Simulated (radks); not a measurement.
Results of a calculation; reference values are marked as such.
How relativity changes the ionisation of the zirconium ion Zr2+ ([Kr] 4d2) to Zr3+ ([Kr] 4d1). Spin-unpolarised spherical Kohn-Sham, LDA (Slater exchange, Perdew-Wang correlation), point nucleus unless stated (finite: rms radius 4.2694 fm), a radial shooting solver on a logarithmic mesh with Libxc functionals. A level marked "c x" has the speed of light scaled by that factor and shares open shells by 2j + 1; other Dirac levels either fill j = l - 1/2 first or share by 2j + 1.

level                               E(Zr2+) (hartree)  E(Zr3+) (hartree)  IE (eV)   HOMO  <r> HOMO (bohr)
non-rel.                                  -3535.98617        -3535.13560   23.145     4d            1.984
scalar-rel.                               -3593.84139        -3593.00278   22.820     4d            2.008
scalar-rel., finite nucleus               -3593.79979        -3592.96118   22.820     4d            2.008
Dirac, 2j+1 shares                        -3594.26551        -3593.42700   22.817  4d5/2            2.015
Dirac, low j first                        -3594.27241        -3593.43118   22.891  4d3/2            2.001
Dirac, 2j+1 shares, finite nucleus        -3594.22385        -3593.38534   22.817  4d5/2            2.015
Dirac, c x 0.75                           -3643.25116        -3642.42192   22.565  4d5/2            2.040
Dirac, c x 0.85                           -3618.02316        -3617.18924   22.692  4d5/2            2.027
Dirac, c x 2                              -3550.10149        -3549.25395   23.063  4d5/2            1.991

NIST Atomic Spectra Database: 23.170 eV (semi-empirical). The relativistic part of the total energy of Zr2+ is -58.24 hartree (Dirac, 2j+1 shares, finite nucleus), 1.6 % of the non-relativistic value. Spin polarisation and multiplet splitting of open shells are left out at every level.

Beside tabulated values, note that relativity, absent from the non-relativistic runs, is large for the heavy elements, and spin-unpolarised runs miss the spin-polarisation part of the exchange energy of open shells.
